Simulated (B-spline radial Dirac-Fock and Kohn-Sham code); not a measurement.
# Satellites and hypersatellites of the K lines of Eu

System: neutral europium in the configuration [Xe] 4f8 6s1 (not the ground configuration).

Input of the calculation (task.json; shells as n, l, electrons):

```json
{"items": [{
  "Z": 63,
  "q": 0,
  "cfg": [[1, 0, 2], [2, 0, 2], [2, 1, 6], [3, 0, 2], [3, 1, 6], [3, 2, 10], [4, 0, 2], [4, 1, 6], [4, 2, 10], [4, 3, 8], [5, 0, 2], [5, 1, 6], [6, 0, 1]],
  "A": 153,
  "rrms": 5.1115,
  "do": ["binding", "quiet", "double"]
}]}
```

Launch: `python xray_run.py task.json out`

Method: Dirac-Fock (average of configuration) total-energy differences with a finite nucleus, the Breit interaction including its frequency dependence, and self-energy and vacuum-polarisation corrections. Computed with a radial B-spline solver. Each two-hole energy is an average over J within one jj subconfiguration, not an observable level; in light atoms, where LS coupling holds, the j-resolved values are not observed lines, and for a K spectator the Kα1 hypersatellite is nearly forbidden. The model has no electron correlation.

Lines without a spectator: Kα2 (K-L2) 40900.3 eV, Kα1 (K-L3) 41540.8 eV, Kβ3 (K-M2) 46902.0 eV, Kβ1 (K-M3) 47034.9 eV. Shifts in eV with one spectator hole (a dash: not computed, or left out as unreliable):

| spectator hole | Kα2 | Kα1 | Kβ3 | Kβ1 |
| --- | --- | --- | --- | --- |
| K (1s) | +779.1 | +820.4 | +1002.9 | +1012.2 |
| L2 (2p1/2) | +93.5 | +121.7 | – | +244.3 |
| L3 (2p3/2) | +80.4 | +84.3 | +200.1 | – |
| M2 (3p1/2) | – | +17.51 | +36.6 | +43.4 |
| M3 (3p3/2) | +11.18 | – | +34.1 | +34.0 |
| M4 (3d3/2) | +3.52 | +0.24 | – | – |
| M5 (3d5/2) | -0.92 | +2.13 | – | – |
